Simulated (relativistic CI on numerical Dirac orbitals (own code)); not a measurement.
**The 31-electron sequence from Ga to Sn¹⁹⁺**

Computed by Dirac-Coulomb-Breit CI, KLI orbitals optimised for each configuration, QED by a radiative potential, unscaled Slater integrals (own radial code, finite nucleus).

CI space (outside the closed core [Ar] 3d10): 4s²4p, 4s4p², 4p³, 4s²4d, 4s4p4d, 4s²4f, 4p4d², 4d³, 4d²4f. Double excitations out of closed p, d and f shells are left out; levels of such configurations are missing from the list, as are those of other unlisted configurations, and high levels can miss mixing partners.

Energies above each ion's lowest level, in eV. Levels are followed by their leading LS label, which can pass from one level to another where the coupling changes.

| Ion | 4s²4p ²P°1/2 | 4s²4p ²P°3/2 | 4s4p² ⁴P1/2 | 4s4p² ⁴P3/2 | 4s4p² ⁴P5/2 | 4s²4d ²D3/2 | 4s²4d ²D5/2 |
| --- | --- | --- | --- | --- | --- | --- | --- |
| Ga | 0 | 0.082731 | 3.8866 | 3.9305 | 4.0024 | 4.3664 | 4.3667 |
| Ge⁺ | 0 | 0.19709 | 5.7256 | 5.8106 | 5.9439 | 10.899 | 10.929 |
| As²⁺ | 0 | 0.33963 | 7.5534 | 7.6925 | 7.9029 | 15.745 | 15.802 |
| Se³⁺ | 0 | 0.51394 | 9.3653 | 9.573 | 9.8763 | 20.464 | 20.508 |
| Br⁴⁺ | 0 | 0.7231 | 11.176 | 11.469 | 11.881 | 24.986 | 25.059 |
| Kr⁵⁺ | 0 | 0.9704 | 12.994 | 13.392 | 13.93 | 29.399 | 29.507 |
| Rb⁶⁺ | 0 | 1.2594 | 14.827 | 15.352 | 16.033 | 33.74 | 33.89 |
| Sr⁷⁺ | 0 | 1.594 | 16.68 | 17.357 | 18.198 | 38.038 | 38.238 |
| Zr⁹⁺ | 0 | 2.4163 | 20.453 | 21.528 | 22.74 | 46.584 | 46.917 |
| Nb¹⁰⁺ | 0 | 2.9128 | 22.378 | 23.707 | 25.129 | 50.866 | 51.281 |
| Mo¹¹⁺ | 0 | 3.4724 | 24.33 | 25.957 | 27.603 | 55.172 | 55.682 |
| Tc¹²⁺ | 0 | 4.1003 | 26.31 | 28.283 | 30.167 | 59.513 | 60.132 |
| Ru¹³⁺ | 0 | 4.8015 | 28.317 | 30.692 | 32.825 | 63.901 | 64.643 |
| Rh¹⁴⁺ | 0 | 5.5815 | 30.351 | 33.189 | 35.58 | 68.345 | 69.227 |
| Pd¹⁵⁺ | 0 | 6.4461 | 32.412 | 35.782 | 38.438 | 72.857 | 73.893 |
| Ag¹⁶⁺ | 0 | 7.4012 | 34.5 | 38.476 | 41.402 | 77.444 | 78.654 |
| Cd¹⁷⁺ | 0 | 8.453 | 36.611 | 41.279 | 44.477 | 82.118 | 83.519 |
| In¹⁸⁺ | 0 | 9.6081 | 38.747 | 44.196 | 47.668 | 86.889 | 88.5 |
| Sn¹⁹⁺ | 0 | 10.873 | 40.906 | 47.236 | 50.981 | 91.765 | 93.607 |

The lowest level keeps the configuration 4s²4p and J = 1/2 throughout.

Between Z = 47 and 50 the energy of 4s²4p ²P°3/2 follows a local power law Z^6.2. For orientation: electrostatic splittings inside a shell grow about linearly with the screened charge, excitations that change n as its square, and fine structure as its fourth power; written in Z itself the exponents are larger, since the screened charge grows faster in proportion.

The members near neutrality are the least accurate: they can be off by several eV, miss lower levels of configurations outside the list, or start from a wrong lowest level.
